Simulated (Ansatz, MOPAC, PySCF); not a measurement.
Pair of molecules: HCl (SMILES Cl) (first 2 atoms) with HBr (SMILES Br); geometry from B3LYP-D3(BJ)/def2-TZVP, rigid monomers moved along the line of their centres of mass till Cl1···H4 is 2.28 Å.
(charge 0, multiplicity 1):
| atom | x (Å) | y (Å) | z (Å) |
|---|---|---|---|
| Cl | 0.5348 | -0.4660 | -0.2256 |
| H | 0.8003 | 0.7857 | -0.1236 |
| Br | 0.2008 | -0.3170 | 3.4367 |
| H | 0.2787 | -0.5997 | 2.0366 |

Monomers are frozen at their geometry in the pair; levels with a basis set take the counterpoise correction.

Correlated levels freeze the cores. Filled d and f shells under p-block atoms count as core. The state that AM1 reach isn't checked.

Run with Ansatz (Gaussian basis) for Hartree–Fock, density functionals and correlated methods; MOPAC for AM1 (differences of heats of formation); PySCF for the dispersion terms. 

Task: One of these levels gives -56.6 meV for the interaction energy. Which one is it?
A) AM1
B) CCSD(T)/def2-SVPD
C) HF/def2-QZVPPD
D) B3LYP-D4/def2-TZVPPD

Result: D, B3LYP-D4/def2-TZVPPD. The others give -21.8 (AM1), 83.1 (HF/def2-QZVPPD), 12.6 (CCSD(T)/def2-SVPD)

Ansatz is a program for electronic structure.
